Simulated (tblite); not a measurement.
Compound: C7H10F (doublet state).
Atom-mapped SMILES: `[CH3:1][C@@H:2]1[CH:3][C@@H:4]([F:5])[CH2:6][CH:7]=[CH:8]1` (hydrogens: H9, H10, H11 on C1; H12 on C2; H13 on C3; H14 on C4; H15, H16 on C6; H17 on C7; H18 on C8)
Bond orders are those of one Lewis drawing.

Computed with GFN2-xTB (tblite), gas phase: L-BFGS steps from a force-field or distance-geometry start until the largest atomic force falls under 0.01 eV/Å.

Step 3: E = -672.5478 eV
```
atom  x, y, z in Å  |  force x, y, z in eV/Å
C1      1.8653    0.2232    0.0351   -0.212  -0.074  -0.416
C2      0.6868    0.2170   -1.0064    0.564  -0.249   0.150
C3     -0.2852    1.2373   -0.5669   -0.113  -0.031   0.081
C4     -0.8041    0.8623    0.7610   -0.016   0.191   0.201
F5     -1.4744    1.8748    1.4245   -0.253  -0.138  -0.253
C6     -1.5816   -0.4537    0.7514   -0.044   0.137  -0.457
C7     -0.9586   -1.4245   -0.2077    0.118   0.128  -0.062
C8      0.0640   -1.1531   -1.0038   -0.242   0.286   0.182
H9      1.7045   -0.5320    0.7953    0.030  -0.057   0.059
H10     2.7761    0.0090   -0.4853    0.566  -0.106  -0.119
H11     1.9233    1.2015    0.4972    0.265   0.067   0.003
H12     1.1211    0.4691   -1.9719   -0.135  -0.041  -0.196
H13    -0.0467    2.2624   -0.7625   -0.225   0.279  -0.109
H14     0.0950    0.6961    1.3624   -0.035  -0.008   0.603
H15    -1.5611   -0.8760    1.7447   -0.141  -0.199   0.397
H16    -2.6240   -0.2761    0.4782   -0.029   0.041  -0.031
H17    -1.3849   -2.4078   -0.2249   -0.216  -0.279   0.106
H18     0.4758   -1.9231   -1.6320    0.118   0.053  -0.141
```

Step 4: E = -672.6021 eV
```
atom  x, y, z in Å  |  force x, y, z in eV/Å
C1      1.8763    0.2200    0.0226    0.017  -0.094  -0.282
C2      0.7003    0.2129   -1.0099    0.310  -0.051   0.188
C3     -0.2537    1.2384   -0.5418   -0.347   0.115  -0.254
C4     -0.8087    0.8556    0.7673    0.187   0.277   0.137
F5     -1.4861    1.8698    1.4126   -0.378  -0.049  -0.206
C6     -1.5851   -0.4604    0.7468    0.007   0.162  -0.045
C7     -0.9623   -1.4297   -0.2070   -0.045   0.011  -0.027
C8      0.0494   -1.1455   -1.0080    0.171   0.081   0.032
H9      1.7052   -0.5241    0.7915    0.065  -0.123   0.028
H10     2.7994    0.0063   -0.4857    0.398  -0.110  -0.063
H11     1.9385    1.1961    0.4958    0.228   0.037  -0.095
H12     1.1135    0.4662   -1.9871   -0.124  -0.055  -0.084
H13    -0.0675    2.2710   -0.7731   -0.193   0.071  -0.013
H14     0.0775    0.7063    1.3860    0.091  -0.140   0.685
H15    -1.5693   -0.8787    1.7525   -0.155  -0.122   0.101
H16    -2.6224   -0.2706    0.4757   -0.134   0.016  -0.065
H17    -1.3969   -2.4157   -0.2160   -0.084  -0.113   0.041
H18     0.4834   -1.9115   -1.6339   -0.014   0.085  -0.078
```

Task: Estimate the geometry and energy of step 5. (The exact step hangs on the optimiser's Hessian estimate; all steps are aligned on step 4, rigid shifts and turns removed.)

Result: E = -672.6422 eV, largest force 0.635 eV/Å
```
atom  x, y, z in Å  |  force x, y, z in eV/Å
C1      1.8880    0.2158    0.0083    0.260  -0.082  -0.004
C2      0.7147    0.2097   -1.0096   -0.012   0.182   0.037
C3     -0.2325    1.2420   -0.5258   -0.390   0.080  -0.319
C4     -0.8083    0.8544    0.7744    0.289   0.222   0.088
F5     -1.5033    1.8653    1.3993   -0.419   0.029  -0.162
C6     -1.5877   -0.4639    0.7452    0.028   0.171   0.155
C7     -0.9670   -1.4348   -0.2069    0.025   0.036  -0.093
C8      0.0416   -1.1386   -1.0118    0.227  -0.120   0.124
H9      1.7072   -0.5194    0.7882    0.117  -0.113  -0.067
H10     2.8249    0.0022   -0.4866    0.193  -0.111  -0.014
H11     1.9552    1.1914    0.4923    0.195  -0.040  -0.199
H12     1.1050    0.4627   -2.0013   -0.113  -0.070   0.069
H13    -0.0887    2.2783   -0.7820   -0.158  -0.071   0.033
H14     0.0640    0.7124    1.4181    0.082  -0.165   0.608
H15    -1.5791   -0.8823    1.7587   -0.153  -0.053  -0.107
H16    -2.6237   -0.2657    0.4722   -0.112   0.003  -0.062
H17    -1.4081   -2.4233   -0.2079    0.027   0.038  -0.024
H18     0.4890   -1.8999   -1.6365   -0.087   0.064  -0.063
```

The energy changes by -0.0401 eV. The first-order estimate −F·Δx gives -0.0547 eV and the mean of the old and new forces, exact on a quadratic surface, -0.0402 eV. The step makes an angle of 57° with the force vector and moves no atom by more than 0.035 Å.

The cost below is that of the whole relaxation. On one thread of an Arm Neoverse V2, no GPU, shared host with 192 logical CPUs at a one-minute load of 89, this took 0.47 s of wall time.
